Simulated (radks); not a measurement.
Spherical quantum dot in the effective-mass picture: electrons in a parabolic well V = omega^2 r^2 / 2 with omega = 2.14, with a point charge +1 (a donor) at the centre, all in effective atomic units (hartree* = m*/eps^2 hartree, bohr* = eps/m* bohr), one dielectric constant everywhere. Calculated with a radial shooting solver with Libxc functionals: non-relativistic Kohn-Sham, PBE, spin-polarised, spherical densities. Levels are named by radial order and angular momentum (1s, 1p, 1d, 2s, ...), and open shells are averaged over m. Results are scaled to m* = 0.374 and eps = 5.3, for which hartree* = 362.3 meV and bohr* = 0.7499 nm.

N = 38, configuration 1s2 1p6 1d10 2s2 1f14 2p(up 3, down 1). This is the lowest configuration that the search found. Occupied and some empty levels:

level,occupation,eigenvalue (meV),<r> (nm)
1s up,1,9258.1,0.7583
1s down,1,9277.0,0.7674
1p up,3,9695.1,1.073
1p down,3,9704.4,1.078
2s up,1,10040,1.084
2s down,1,10052,1.073
1d up,5,10098,1.251
1d down,5,10103,1.251
1f up,7,10525,1.381
1f down,7,10531,1.379
2p up,3,10596,1.211
2p down,1,10615,1.212
1g up,0,10982,1.487
1g down,0,10989,1.485
3s up,0,11054,1.248
3s down,0,11063,1.250
2d up,0,11117,1.337
2d down,0,11131,1.343

Energy (meV): total 248389, kinetic 32246, external 83762, Hartree 142270, exchange-correlation -9883.2.
